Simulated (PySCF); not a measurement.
Ta(NH)(F)(Cl)2 (Cl2FHNTa), SMILES [NH]=[Ta]([F])([Cl])[Cl], multiplicity 1.

Coordinates come from a PBE-D3(BJ)/def2-SVP optimisation. The spin state was assumed, not searched. The structure was generated by enumeration; whether it is a known compound was not checked. The def2 effective core potentials stand for the cores of Ta; spin–orbit coupling is left out.

These are PBE-D3(BJ)/def2-SVP (PySCF) values and carry that method's errors.

Frequencies are harmonic and unscaled.

```json
[
 {"mode": "1", "ν (cm⁻¹)": "97", "IR (km/mol)": "0.8", "moving atoms (share of kinetic energy)": "Cl 83 %, Ta 13 %"},
 {"mode": "2", "ν (cm⁻¹)": "136", "IR (km/mol)": "1.6", "moving atoms (share of kinetic energy)": "F 73 %, Cl 21 %"},
 {"mode": "3", "ν (cm⁻¹)": "136", "IR (km/mol)": "2.6", "moving atoms (share of kinetic energy)": "Cl 39 %, F 26 %, Ta 23 %, N 10 %"},
 {"mode": "4", "ν (cm⁻¹)": "202", "IR (km/mol)": "0.7", "moving atoms (share of kinetic energy)": "N 62 %, Cl 19 %, H 15 %"},
 {"mode": "5", "ν (cm⁻¹)": "236", "IR (km/mol)": "0.9", "moving atoms (share of kinetic energy)": "N 47 %, F 33 %, H 12 %"},
 {"mode": "6", "ν (cm⁻¹)": "385", "IR (km/mol)": "24.3", "moving atoms (share of kinetic energy)": "Cl 86 %, Ta 12 %"},
 {"mode": "7", "ν (cm⁻¹)": "397", "IR (km/mol)": "63.4", "moving atoms (share of kinetic energy)": "Cl 74 %, Ta 25 %"},
 {"mode": "8", "ν (cm⁻¹)": "529", "IR (km/mol)": "149.1", "moving atoms (share of kinetic energy)": "H 82 %, N 18 %"},
 {"mode": "9", "ν (cm⁻¹)": "567", "IR (km/mol)": "153.3", "moving atoms (share of kinetic energy)": "H 81 %, N 18 %"},
 {"mode": "10", "ν (cm⁻¹)": "674", "IR (km/mol)": "81.5", "moving atoms (share of kinetic energy)": "F 89 %, Ta 10 %"},
 {"mode": "11", "ν (cm⁻¹)": "986", "IR (km/mol)": "86.4", "moving atoms (share of kinetic energy)": "N 85 %, Ta 8 %"},
 {"mode": "12", "ν (cm⁻¹)": "3577", "IR (km/mol)": "188.5", "moving atoms (share of kinetic energy)": "H 92 %"}
]
```
